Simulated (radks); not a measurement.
The numbers below are computed, except where a source is named.
The lithium anion Li-, [He] 2s2, held by a Watson sphere: a shell of charge +0.77 at radius R that stands for the Madelung well of a crystal (potential energy -0.77/R inside, -0.77/r outside, in hartree with lengths in bohr). Code: a radial shooting solver on a logarithmic mesh with Libxc functionals. Model: non-relativistic Kohn-Sham, LB94 model potential, spin-polarised, spherical densities, point nucleus. Response by self-consistent Sternheimer equations with the Hartree and adiabatic LDA kernel. The sphere does not respond.

| R (bohr) | e(1s) (eV) | e(2s) (eV) | <r> 2s (bohr) | sum of <r^2> (bohr^2) | X-ray form factor at sin(theta)/lambda = 0.1 1/angstrom | alpha (bohr^3) |
|---|---|---|---|---|---|---|
| 1.75 | -63.394 | -5.405 | 3.379 | 28.26 | 2.696 | 109.6 |
| 2.07 | -62.229 | -5.267 | 3.478 | 29.79 | 2.653 | 119.1 |
| 2.95 | -60.913 | -4.825 | 3.786 | 34.99 | 2.529 | 156.7 |
| 3.22 | -60.748 | -4.688 | 3.880 | 36.71 | 2.494 | 170.9 |
| 3.39 | -60.668 | -4.603 | 3.938 | 37.80 | 2.473 | 180.3 |
| 3.78 | -60.528 | -4.414 | 4.065 | 40.27 | 2.430 | 203.2 |
